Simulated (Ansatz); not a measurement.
Relaxation of CH$_{6}$AlFGe (10 atoms, charge 0, multiplicity 1), to a largest force component of 0.02 eV/Å in at most 50 steps.

Method: RKS BLYP/def2-SVP (Ansatz).

```xyz
10
Properties=species:S:1:pos:R:3
F -1.681 1.171 1.246
C -0.852 1.690 0.282
Al 0.694 0.483 0.160
Ge 0.487 -1.853 -0.426
H -0.685 0.991 -0.298
H -0.512 2.728 0.566
H 2.218 1.044 0.481
H 1.825 -2.565 -0.442
H -0.512 -2.521 0.661
H -0.232 -1.953 -1.804
```

Q: Where does it end, and by what steps?

A: It converged. The force dipped under the threshold on the way, but the program's further checks kept it going. After 24 steps the energy has fallen by 3.810 eV; H5 moved furthest, 1.46 Å. The start is strongly strained (largest force component 9 eV/Å), so its close contacts needn't be bonds. Parted: Al3–H5.

```csv
step,energy less start (eV),largest force component (eV/Å),accepted
0,0.0000,9.158,yes
1,-2.2363,3.595,yes
2,-3.1684,1.454,yes
3,-3.4485,0.854,yes
4,-3.6200,0.721,yes
5,-3.6820,0.364,yes
6,-3.7408,0.417,yes
7,-3.7595,0.427,yes
8,-3.7851,0.056,yes
9,-3.7894,0.045,yes
10,-3.7901,0.316,yes
11,-3.7980,0.142,yes
12,-3.8022,0.054,yes
13,-3.7965,0.399,no
14,-3.7905,0.180,no
15,-3.8040,0.057,yes
16,-3.8063,0.119,yes
17,-3.8071,0.220,yes
18,-3.8085,0.113,yes
19,-3.8089,0.102,yes
20,-3.8098,0.071,yes
21,-3.8097,0.070,no
22,-3.8102,0.014,yes
23,-3.8104,0.024,yes
24,-3.8105,0.016,yes
```

```xyz
10
Properties=species:S:1:pos:R:3
F -1.920 0.885 0.292
C -0.731 1.653 0.323
Al 0.875 0.479 0.084
Ge 0.504 -1.970 -0.242
H -0.793 2.439 -0.470
H -0.695 2.218 1.288
H 2.321 1.166 0.111
H 1.817 -2.792 -0.420
H -0.257 -2.606 0.962
H -0.371 -2.256 -1.502
```

Whether the end is a true minimum wasn't checked by a vibrational analysis.

The run took 53 s on 2 threads of Arm Neoverse V1, with other jobs on the host, peak memory 0.15 GiB.
